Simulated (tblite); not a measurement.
Record of a relaxation.

Compound: C₆H₁₆BNSi.
Numbering: `[CH3:1]/[CH:2]=[CH:3]/[Si@@H:4]([NH:5][CH3:6])[B:7]([CH3:8])[CH3:9]` (hydrogens: H10, H11, H12 on C1; H13 on C2; H14 on C3; H15 on Si4; H16 on N5; H17, H18, H19 on C6; H20, H21, H22 on C8; H23, H24, H25 on C9)

Computed with GFN2-xTB (tblite), gas phase: L-BFGS steps from a force-field or distance-geometry start until the largest atomic force falls under 0.01 eV/Å. 6 of its 225 geometries are shown.

Step 0: E = -729.8329 eV, largest atomic force 1.774 eV/Å
```
atom  x, y, z in Å  |  force x, y, z in eV/Å
C1      3.211   -1.182   -0.680   -0.166  -0.028  -0.539
C2      1.845   -0.547   -0.561    0.501  -0.398   1.655
C3      1.294   -0.378    0.651    0.254   0.292  -0.931
Si4    -0.385    0.409    0.799   -0.941   0.318  -0.337
N5     -0.369    2.045    0.087   -0.776  -0.257   1.129
C6      0.519    2.916    0.840    0.306   0.643   0.083
B7     -1.688   -0.710   -0.114   -0.081  -0.044  -0.208
C8     -1.892   -2.220    0.340   -0.125   0.280   0.026
C9     -2.509   -0.120   -1.329   -0.306  -0.189   0.288
H10     3.952   -0.571   -0.132   -0.289  -0.456  -0.305
H11     3.182   -2.208   -0.260    0.163   0.643  -0.212
H12     3.487   -1.238   -1.748    0.118  -0.051   0.572
H13     1.324   -0.237   -1.443   -0.033   0.064  -0.240
H14     1.805   -0.684    1.549    0.238  -0.124  -0.080
H15    -0.753    0.499    2.231    0.220   0.076   0.282
H16    -1.339    2.430    0.185    1.148  -0.305  -0.425
H17     0.202    2.993    1.908    0.426   0.027  -0.551
H18     1.569    2.539    0.788   -0.896   0.177   0.062
H19     0.503    3.939    0.408    0.044  -0.473   0.185
H20    -1.653   -2.894   -0.508   -0.321   0.245   0.628
H21    -2.957   -2.371    0.643    0.890  -0.147  -0.308
H22    -1.236   -2.468    1.192   -0.445  -0.146  -0.426
H23    -3.187   -0.881   -1.735    0.024   0.431  -0.180
H24    -1.819    0.210   -2.123   -0.483   0.039   0.362
H25    -3.115    0.752   -0.980    0.530  -0.616  -0.530
```

Step 45: E = -730.2767 eV, largest atomic force 0.061 eV/Å
```
atom  x, y, z in Å  |  force x, y, z in eV/Å
C1      3.243   -1.135   -0.692   -0.010   0.007   0.005
C2      1.879   -0.540   -0.492   -0.015   0.000   0.006
C3      1.308   -0.331    0.686    0.002   0.019   0.009
Si4    -0.447    0.359    0.923    0.003  -0.049  -0.036
N5     -0.410    1.996    0.344    0.000   0.003  -0.003
C6      0.546    2.966    0.821    0.025   0.013   0.005
B7     -1.741   -0.716   -0.089   -0.022  -0.019  -0.014
C8     -1.964   -2.229    0.287   -0.001   0.001   0.012
C9     -2.554   -0.155   -1.318    0.002   0.015   0.003
H10     3.998   -0.567   -0.150   -0.006   0.010   0.018
H11     3.269   -2.157   -0.312   -0.005  -0.001   0.003
H12     3.516   -1.155   -1.744   -0.005   0.010  -0.004
H13     1.343   -0.275   -1.395    0.007   0.003  -0.006
H14     1.861   -0.615    1.575    0.024   0.008  -0.027
H15    -0.601    0.326    2.407   -0.021  -0.004   0.019
H16    -1.299    2.435    0.154   -0.008  -0.019  -0.024
H17     0.286    3.367    1.809    0.024  -0.001  -0.048
H18     1.516    2.478    0.896   -0.001  -0.006   0.016
H19     0.629    3.800    0.118   -0.023  -0.037   0.028
H20    -1.763   -2.877   -0.568   -0.003   0.018   0.006
H21    -3.011   -2.403    0.539    0.011  -0.012   0.004
H22    -1.363   -2.591    1.118    0.002   0.009   0.004
H23    -3.220   -0.878   -1.788    0.007   0.021   0.009
H24    -1.876    0.214   -2.088    0.018   0.007   0.016
H25    -3.155    0.708   -1.031   -0.007   0.004  -0.001
```

Step 90: E = -730.3101 eV, largest atomic force 0.108 eV/Å
```
atom  x, y, z in Å  |  force x, y, z in eV/Å
C1      3.290   -1.011   -0.660    0.006  -0.017  -0.002
C2      1.865   -0.630   -0.409    0.029  -0.025  -0.014
C3      1.341   -0.300    0.763    0.008  -0.018  -0.018
Si4    -0.451    0.290    0.948   -0.055   0.031   0.018
N5     -0.370    1.893    0.278    0.007   0.000   0.001
C6      0.608    2.867    0.705   -0.033  -0.013   0.004
B7     -1.784   -0.754   -0.053    0.045  -0.088   0.043
C8     -2.064   -2.274    0.276    0.014   0.000  -0.019
C9     -2.577   -0.090   -1.242    0.013  -0.007   0.005
H10     3.941   -0.667    0.141   -0.019  -0.023   0.023
H11     3.381   -2.096   -0.736    0.001   0.004  -0.019
H12     3.630   -0.583   -1.603    0.032  -0.004   0.033
H13     1.237   -0.643   -1.291   -0.031   0.012   0.002
H14     1.986   -0.320    1.635   -0.001   0.024  -0.032
H15    -0.664    0.339    2.428    0.019  -0.033  -0.020
H16    -1.240    2.336    0.026   -0.023   0.028   0.007
H17     0.337    3.347    1.653    0.041  -0.015   0.002
H18     1.560    2.355    0.833   -0.027   0.028   0.023
H19     0.731    3.649   -0.048   -0.025  -0.047  -0.021
H20    -1.822   -2.889   -0.594    0.018   0.034   0.023
H21    -3.124   -2.461    0.462    0.042   0.064  -0.001
H22    -1.507   -2.680    1.121   -0.029   0.081  -0.052
H23    -3.216   -0.759   -1.815   -0.033  -0.061   0.009
H24    -1.892    0.389   -1.940    0.043   0.020  -0.024
H25    -3.207    0.716   -0.868   -0.042   0.025   0.029
```

Step 134: E = -730.3382 eV, largest atomic force 0.019 eV/Å
```
atom  x, y, z in Å  |  force x, y, z in eV/Å
C1      3.301   -1.105   -0.631    0.012  -0.008   0.001
C2      1.877   -0.693   -0.445    0.001   0.015  -0.003
C3      1.353   -0.253    0.690    0.002  -0.010   0.006
Si4    -0.441    0.325    0.909    0.005   0.001  -0.002
N5     -0.426    1.958    0.317    0.004  -0.005   0.000
C6      0.573    2.921    0.711   -0.010  -0.008  -0.003
B7     -1.766   -0.726   -0.082    0.001  -0.004  -0.003
C8     -2.014   -2.237    0.283    0.005  -0.006   0.001
C9     -2.606   -0.105   -1.261    0.001   0.008  -0.004
H10     3.862   -1.001    0.295   -0.008  -0.006   0.000
H11     3.359   -2.144   -0.961   -0.012   0.014  -0.003
H12     3.774   -0.490   -1.398   -0.007  -0.010  -0.003
H13     1.261   -0.763   -1.334   -0.005  -0.001   0.005
H14     2.007   -0.209    1.554    0.000   0.008   0.011
H15    -0.616    0.281    2.394    0.006   0.004   0.001
H16    -1.318    2.401    0.152    0.013   0.001   0.004
H17     0.373    3.364    1.694   -0.001   0.005   0.009
H18     1.534    2.414    0.755    0.000   0.003   0.002
H19     0.636    3.727   -0.023   -0.005   0.002  -0.013
H20    -1.730   -2.870   -0.559    0.001  -0.006   0.000
H21    -3.073   -2.438    0.450    0.000  -0.003  -0.008
H22    -1.468   -2.592    1.153    0.004  -0.004   0.008
H23    -3.212   -0.817   -1.820    0.001  -0.003   0.002
H24    -1.966    0.422   -1.968   -0.001   0.011  -0.008
H25    -3.284    0.654   -0.867   -0.007   0.005  -0.001
```

Step 179: E = -730.3449 eV, largest atomic force 0.074 eV/Å
```
atom  x, y, z in Å  |  force x, y, z in eV/Å
C1      3.213   -1.200   -0.648    0.010  -0.001   0.008
C2      1.819   -0.708   -0.434    0.002  -0.011   0.009
C3      1.333   -0.248    0.711   -0.005   0.001  -0.009
Si4    -0.444    0.377    0.924   -0.017  -0.011  -0.004
N5     -0.407    1.998    0.306   -0.010  -0.009   0.004
C6      0.575    2.972    0.716   -0.002  -0.009  -0.013
B7     -1.747   -0.697   -0.071   -0.002  -0.011   0.001
C8     -1.893   -2.229    0.258   -0.005  -0.045  -0.035
C9     -2.629   -0.095   -1.229    0.004   0.006   0.009
H10     3.783   -1.167    0.277    0.015  -0.001   0.011
H11     3.204   -2.225   -1.020   -0.010   0.006   0.003
H12     3.720   -0.585   -1.393    0.005   0.004  -0.013
H13     1.184   -0.741   -1.312    0.006   0.000   0.001
H14     1.990   -0.234    1.573    0.026  -0.013  -0.014
H15    -0.627    0.351    2.407    0.000   0.014   0.023
H16    -1.293    2.435    0.101   -0.006   0.016   0.000
H17     0.329    3.449    1.671    0.001  -0.003  -0.002
H18     1.531    2.466    0.823    0.000   0.005   0.003
H19     0.675    3.751   -0.043    0.002   0.007   0.002
H20    -1.311   -2.781   -0.487   -0.032   0.027   0.061
H21    -2.915   -2.602    0.169    0.070   0.018   0.010
H22    -1.504   -2.521    1.232   -0.031  -0.003  -0.039
H23    -3.130   -0.837   -1.851   -0.002   0.025   0.005
H24    -2.057    0.565   -1.880   -0.020  -0.004   0.001
H25    -3.408    0.531   -0.788    0.001  -0.010  -0.021
```

Step 224: E = -730.3506 eV, largest atomic force 0.009 eV/Å
```
atom  x, y, z in Å  |  force x, y, z in eV/Å
C1      3.231   -1.217   -0.632    0.002   0.000   0.004
C2      1.832   -0.733   -0.432    0.000  -0.004  -0.003
C3      1.338   -0.258    0.703   -0.003   0.003  -0.004
Si4    -0.441    0.368    0.911   -0.001   0.000   0.008
N5     -0.404    1.987    0.288    0.001  -0.005  -0.006
C6      0.588    2.959    0.678   -0.003  -0.001   0.000
B7     -1.763   -0.686   -0.084    0.008   0.000   0.001
C8     -1.869   -2.229    0.210    0.002   0.004   0.001
C9     -2.704   -0.048   -1.173    0.001  -0.003   0.003
H10     3.802   -1.151    0.292    0.007   0.000   0.003
H11     3.229   -2.254   -0.970   -0.002   0.004  -0.001
H12     3.731   -0.623   -1.397    0.000  -0.004  -0.001
H13     1.203   -0.785   -1.313   -0.002   0.003   0.003
H14     1.999   -0.229    1.563   -0.001   0.001  -0.002
H15    -0.619    0.357    2.397    0.000  -0.002  -0.002
H16    -1.290    2.429    0.093    0.004   0.001   0.004
H17     0.355    3.444    1.633   -0.001   0.003   0.007
H18     1.544    2.450    0.780   -0.002  -0.006  -0.005
H19     0.683    3.733   -0.087    0.001   0.004  -0.004
H20    -1.008   -2.717   -0.253    0.005   0.001  -0.003
H21    -2.758   -2.714   -0.189   -0.007  -0.003   0.004
H22    -1.797   -2.466    1.270   -0.003   0.000  -0.002
H23    -3.148   -0.764   -1.863   -0.001  -0.001  -0.002
H24    -2.215    0.730   -1.757   -0.003   0.001   0.002
H25    -3.533    0.443   -0.658    0.000   0.003  -0.005
```

Task: Summarise the path.

Result: The energy falls by 49.96 kJ/mol from step 0 to step 224; nine tenths of that is first reached at step 85. It rises by more than 0.2 meV at step 175. The largest force goes from 1.774 to 0.009 eV/Å. Among the bonds Si4–N5 changes most, from 1.785 to 1.736 Å; the atoms move by 0.482 Å rms after alignment.

Task: Follow the three bonds and two angles with the largest change from start to end.

Result: 
```json
{"step": "0", "E above end (kJ/mol)": "49.96", "largest force (eV/Å)": "1.774", "Si4–N5 (Å)": "1.785", "N5–H16 (Å)": "1.049", "C3–Si4 (Å)": "1.861", "Si4–N5–C6 (°)": "110.4", "Si4–N5–H16 (°)": "106.9"}
{"step": "10", "E above end (kJ/mol)": "11.42", "largest force (eV/Å)": "0.139", "Si4–N5 (Å)": "1.739", "N5–H16 (Å)": "1.009", "C3–Si4 (Å)": "1.905", "Si4–N5–C6 (°)": "117.8", "Si4–N5–H16 (°)": "116.2"}
{"step": "19", "E above end (kJ/mol)": "9.29", "largest force (eV/Å)": "0.068", "Si4–N5 (Å)": "1.735", "N5–H16 (Å)": "1.008", "C3–Si4 (Å)": "1.899", "Si4–N5–C6 (°)": "120.5", "Si4–N5–H16 (°)": "117.4"}
{"step": "29", "E above end (kJ/mol)": "8.37", "largest force (eV/Å)": "0.069", "Si4–N5 (Å)": "1.737", "N5–H16 (Å)": "1.009", "C3–Si4 (Å)": "1.898", "Si4–N5–C6 (°)": "121.7", "Si4–N5–H16 (°)": "116.6"}
{"step": "39", "E above end (kJ/mol)": "7.61", "largest force (eV/Å)": "0.064", "Si4–N5 (Å)": "1.736", "N5–H16 (Å)": "1.009", "C3–Si4 (Å)": "1.899", "Si4–N5–C6 (°)": "122.8", "Si4–N5–H16 (°)": "116.4"}
{"step": "49", "E above end (kJ/mol)": "6.97", "largest force (eV/Å)": "0.057", "Si4–N5 (Å)": "1.738", "N5–H16 (Å)": "1.010", "C3–Si4 (Å)": "1.899", "Si4–N5–C6 (°)": "122.9", "Si4–N5–H16 (°)": "117.1"}
{"step": "58", "E above end (kJ/mol)": "6.56", "largest force (eV/Å)": "0.064", "Si4–N5 (Å)": "1.735", "N5–H16 (Å)": "1.009", "C3–Si4 (Å)": "1.898", "Si4–N5–C6 (°)": "123.3", "Si4–N5–H16 (°)": "117.6"}
{"step": "68", "E above end (kJ/mol)": "6.29", "largest force (eV/Å)": "0.060", "Si4–N5 (Å)": "1.734", "N5–H16 (Å)": "1.009", "C3–Si4 (Å)": "1.898", "Si4–N5–C6 (°)": "123.5", "Si4–N5–H16 (°)": "117.5"}
{"step": "78", "E above end (kJ/mol)": "5.68", "largest force (eV/Å)": "0.063", "Si4–N5 (Å)": "1.734", "N5–H16 (Å)": "1.008", "C3–Si4 (Å)": "1.899", "Si4–N5–C6 (°)": "123.4", "Si4–N5–H16 (°)": "118.5"}
{"step": "88", "E above end (kJ/mol)": "4.37", "largest force (eV/Å)": "0.169", "Si4–N5 (Å)": "1.737", "N5–H16 (Å)": "1.008", "C3–Si4 (Å)": "1.900", "Si4–N5–C6 (°)": "122.7", "Si4–N5–H16 (°)": "116.9"}
{"step": "97", "E above end (kJ/mol)": "2.77", "largest force (eV/Å)": "0.051", "Si4–N5 (Å)": "1.737", "N5–H16 (Å)": "1.009", "C3–Si4 (Å)": "1.900", "Si4–N5–C6 (°)": "123.1", "Si4–N5–H16 (°)": "117.8"}
{"step": "107", "E above end (kJ/mol)": "1.71", "largest force (eV/Å)": "0.036", "Si4–N5 (Å)": "1.736", "N5–H16 (Å)": "1.009", "C3–Si4 (Å)": "1.896", "Si4–N5–C6 (°)": "122.3", "Si4–N5–H16 (°)": "118.1"}
{"step": "117", "E above end (kJ/mol)": "1.31", "largest force (eV/Å)": "0.023", "Si4–N5 (Å)": "1.736", "N5–H16 (Å)": "1.009", "C3–Si4 (Å)": "1.896", "Si4–N5–C6 (°)": "122.8", "Si4–N5–H16 (°)": "117.3"}
{"step": "127", "E above end (kJ/mol)": "1.24", "largest force (eV/Å)": "0.016", "Si4–N5 (Å)": "1.736", "N5–H16 (Å)": "1.009", "C3–Si4 (Å)": "1.897", "Si4–N5–C6 (°)": "122.9", "Si4–N5–H16 (°)": "117.6"}
{"step": "136", "E above end (kJ/mol)": "1.18", "largest force (eV/Å)": "0.025", "Si4–N5 (Å)": "1.737", "N5–H16 (Å)": "1.009", "C3–Si4 (Å)": "1.897", "Si4–N5–C6 (°)": "122.8", "Si4–N5–H16 (°)": "117.5"}
{"step": "146", "E above end (kJ/mol)": "1.08", "largest force (eV/Å)": "0.019", "Si4–N5 (Å)": "1.737", "N5–H16 (Å)": "1.009", "C3–Si4 (Å)": "1.897", "Si4–N5–C6 (°)": "123.0", "Si4–N5–H16 (°)": "117.2"}
{"step": "156", "E above end (kJ/mol)": "0.98", "largest force (eV/Å)": "0.014", "Si4–N5 (Å)": "1.736", "N5–H16 (Å)": "1.009", "C3–Si4 (Å)": "1.897", "Si4–N5–C6 (°)": "123.3", "Si4–N5–H16 (°)": "117.0"}
{"step": "166", "E above end (kJ/mol)": "0.95", "largest force (eV/Å)": "0.014", "Si4–N5 (Å)": "1.736", "N5–H16 (Å)": "1.009", "C3–Si4 (Å)": "1.898", "Si4–N5–C6 (°)": "123.4", "Si4–N5–H16 (°)": "117.2"}
{"step": "175", "E above end (kJ/mol)": "0.81", "largest force (eV/Å)": "0.162", "Si4–N5 (Å)": "1.736", "N5–H16 (Å)": "1.009", "C3–Si4 (Å)": "1.896", "Si4–N5–C6 (°)": "123.3", "Si4–N5–H16 (°)": "117.2"}
{"step": "185", "E above end (kJ/mol)": "0.42", "largest force (eV/Å)": "0.031", "Si4–N5 (Å)": "1.736", "N5–H16 (Å)": "1.009", "C3–Si4 (Å)": "1.897", "Si4–N5–C6 (°)": "123.0", "Si4–N5–H16 (°)": "117.7"}
{"step": "195", "E above end (kJ/mol)": "0.32", "largest force (eV/Å)": "0.018", "Si4–N5 (Å)": "1.735", "N5–H16 (Å)": "1.009", "C3–Si4 (Å)": "1.897", "Si4–N5–C6 (°)": "122.7", "Si4–N5–H16 (°)": "117.7"}
{"step": "205", "E above end (kJ/mol)": "0.24", "largest force (eV/Å)": "0.029", "Si4–N5 (Å)": "1.735", "N5–H16 (Å)": "1.009", "C3–Si4 (Å)": "1.898", "Si4–N5–C6 (°)": "122.7", "Si4–N5–H16 (°)": "117.7"}
{"step": "214", "E above end (kJ/mol)": "0.08", "largest force (eV/Å)": "0.075", "Si4–N5 (Å)": "1.736", "N5–H16 (Å)": "1.009", "C3–Si4 (Å)": "1.897", "Si4–N5–C6 (°)": "123.1", "Si4–N5–H16 (°)": "117.2"}
{"step": "224", "E above end (kJ/mol)": "0.00", "largest force (eV/Å)": "0.009", "Si4–N5 (Å)": "1.736", "N5–H16 (Å)": "1.009", "C3–Si4 (Å)": "1.897", "Si4–N5–C6 (°)": "123.1", "Si4–N5–H16 (°)": "117.3"}
```

What follows is the cost of the whole relaxation. The run took 3.6 s wall on Arm Neoverse N1, one thread, no GPU, on a shared host.
